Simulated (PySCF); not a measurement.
## From computed data to an observable: dipole moment from atomic charges

Si(H)2(F)(OMe) (CH₅FOSi), SMILES O(C)[SiH2]F. Atoms are numbered in the order given.

```xyz
9

Si     0.8123     0.0149    -0.2596
F      0.9844     0.9747     1.0424
O     -0.7744    -0.1033    -0.6838
C     -1.7833    -0.7703     0.0465
H      1.3525    -1.3150     0.1301
H      1.5147     0.6397    -1.3996
H     -2.1076    -0.1737     0.9167
H     -2.6516    -0.9240    -0.6119
H     -1.4454    -1.7590     0.4096
```
Charge 0, spin multiplicity 1.

Geometry optimised at B3LYP-D3(BJ)/def2-SVP. Other conformers were not sampled.

Charges (e) from PySCF with B3LYP/def2-TZVP:

```tsv
atom	IAO	Mulliken
Si1	1.304	0.655
F2	-0.547	-0.339
O3	-0.646	-0.362
C4	-0.185	-0.161
H5	-0.182	-0.078
H6	-0.158	-0.062
H7	0.137	0.120
H8	0.152	0.122
H9	0.125	0.106
```

The dipole moment of the full density is 1.61 D.

### Question
What dipole moment does each set of point charges give, and which comes closer to that of the density?

### Answer

μ = Σ q r, and 1 e Å = 4.8032 D.
IAO: Σ q r = (-0.007, -0.550, -0.194) e Å, |μ| = 2.80 D.
Mulliken: Σ q r = (-0.163, -0.416, -0.128) e Å, |μ| = 2.23 D.
Mulliken comes closer in size. Point charges leave out the atoms' own dipoles (lone pairs, polarised bonds); fits to the potential absorb them, partitions of the density don't.
